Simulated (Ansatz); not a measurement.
Species: H₆InN₃, SMILES `[NH2][In]([NH2])[NH2]` (charge 0, multiplicity 1).

Give a relaxed geometry from PBE-D3(BJ)/def2-TZVP in Ansatz (an electronic-structure program).

Several could match; the one computed here: the end point of this relaxation, one of several conformers (outside a Z-matrix the atoms follow the SMILES, hydrogens last).
Cartesian coordinates (Å) in one orientation:
```xyz
10

N     -0.589     1.977     0.048
In    -0.012     0.002    -0.031
N      1.758    -0.476    -0.970
N     -1.447    -1.459     0.178
H     -1.293     2.164     0.764
H      0.187     2.619     0.213
H      2.511     0.185    -0.774
H      2.104    -1.407    -0.730
H     -1.062    -2.373     0.424
H     -2.156    -1.233     0.878
```
